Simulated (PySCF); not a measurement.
In (indium, neutral) across methods

[Kr] 4d10 5s2 5p1, 2P determinant. All numbers are calculated (PySCF 2.14, the spin-free X2C one-electron Hamiltonian (Gaussian nucleus), in x2c-TZVPPall with one added diffuse shell each of s, p, d, f type (9s7p5d3f, 76 functions)).

| method | E (hartree) | mean ε 5s α (eV) | mean ε 5s β (eV) | mean ε 5p α (eV) | Σ⟨r²⟩ (bohr²) | ⟨S²⟩ |
| --- | --- | --- | --- | --- | --- | --- |
| PBE | -5880.49 | -8.379 | -7.889 | -2.829 | 58.97 | 0.752 |
| r2SCAN | -5880.92 | -8.609 | -8.046 | -3.059 | 58.35 | 0.755 |
| LDA | -5875.08 | -8.654 | -8.222 | -2.865 | 58.47 | 0.751 |
| M06-2X | -5881.40 | -10.075 | -8.940 | -4.297 | 59.10 | 0.755 |
| wB97M-V | -5880.51 | -11.580 | -10.746 | -5.272 | 58.72 | 0.753 |
| TPSS | -5880.66 | -8.382 | -7.759 | -2.871 | 58.64 | 0.752 |
| PBE0 | -5880.57 | -9.367 | -8.651 | -3.595 | 58.64 | 0.753 |
| wB97X | -5881.11 | -11.672 | -10.983 | -5.297 | 58.33 | 0.752 |

(1) Estimate the same row for UHF.

Answers

(1) E (hartree) = -5878.24111; mean ε 5s α (eV) = -11.580; mean ε 5s β (eV) = -10.083; mean ε 5p α (eV) = -5.469; Σ⟨r²⟩ (bohr²) = 59.89; ⟨S²⟩ = 0.763.
